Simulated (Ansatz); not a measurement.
The cluster W₂S₄⁻. The state is a doublet with charge -1. Geometry PBE-D4/def2-SVPD.

```csv
atom,x (Å),y (Å),z (Å)
W1,-0.169,-0.480,0.155
W2,0.839,1.889,-0.488
S3,0.880,-1.803,1.545
S4,1.189,0.056,-1.764
S5,-0.692,1.646,1.159
S6,-2.047,-1.307,-0.607
```

In the def2 sets W takes a core potential; there is no spin–orbit coupling. At r2SCAN-D4/def2-TZVPD, PBE0-D4/def2-TZVPD, r2SCAN0-D4/def2-TZVPD, CAM-B3LYP-D4/def2-TZVPD the charge -1 doublet is spin-contaminated (final ⟨S²⟩ up to 1.40, 0.75 for a pure state). No other spin state of charge -1 was run. Another isomer (doublet) lies 0.64 eV lower at PBE0-D4/def2-TZVPD; other spin states weren't run for this one.

Task: Estimate the α-spin orbital energies around the gap (eV) in Ansatz with PBE-D4/def2-TZVPD, r2SCAN-D4/def2-TZVPD, PBE0-D4/def2-TZVPD, r2SCAN0-D4/def2-TZVPD, CAM-B3LYP-D4/def2-TZVPD.

Result: 
```csv
orbital,PBE-D4/def2-TZVPD,r2SCAN-D4/def2-TZVPD,PBE0-D4/def2-TZVPD,r2SCAN0-D4/def2-TZVPD,CAM-B3LYP-D4/def2-TZVPD
HOMO−5,-2.86,-3.00,-3.78,-3.90,-5.01
HOMO−4,-2.80,-2.91,-3.70,-3.82,-4.90
HOMO−3,-2.03,-2.21,-3.02,-3.19,-4.28
HOMO−2,-1.86,-1.97,-2.77,-2.86,-3.99
HOMO−1,-0.97,-1.43,-2.22,-2.52,-3.48
HOMO,-0.68,-0.93,-1.81,-2.03,-3.31
LUMO,0.05,0.21,0.82,0.89,1.67
LUMO+1,0.14,0.44,0.93,1.01,1.82
LUMO+2,0.38,0.56,1.17,1.41,2.06
LUMO+3,0.90,1.13,1.82,1.97,2.80
LUMO+4,1.66,1.88,2.44,2.58,3.25
LUMO+5,1.66,1.93,2.49,2.63,3.27
β HOMO,-0.49,-0.82,-1.47,-1.76,-2.50
β LUMO,0.18,0.53,1.02,1.10,1.90
```
